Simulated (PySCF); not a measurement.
C₄H₈Si, SMILES C(C#C)[SiH2]C.

Coordinates come from a B3LYP-D3(BJ)/def2-SVP optimisation. The values are those of a single conformer.

Two levels are set side by side: TDDFT-PBE/def2-SVPD (PySCF) and TDDFT-ωB97X/def2-SVPD (PySCF). Vertical, same geometry. The lowest singlet is HOMO→LUMO 100 % with PBE and HOMO→LUMO+3 77 % with the other functional; states are paired by order. Differences are taken from unrounded values.

| quantity | TDDFT-ωB97X |
|---|---|
| lowest singlet excitation (eV) | 6.42 |
| lowest triplet excitation (TDA) (eV) | 5.42 |

Q: What does TDDFT-PBE give, and how far is it from TDDFT-ωB97X? (An estimate is asked for; the answer gives what the named calculation found.)

A: 
| quantity | TDDFT-PBE | TDDFT-PBE minus TDDFT-ωB97X |
|---|---|---|
| lowest singlet excitation (eV) | 5.95 | -0.47 |
| lowest triplet excitation (TDA) (eV) | 5.27 | -0.15 |

Functionals without exact exchange tend to place singlet excitations lower, as here. Differences between two approximate levels are no errors against the true value.

Rough cost on one machine, each run with all the roots and properties that it gave: TDDFT-ωB97X against TDDFT-PBE about 20 times.
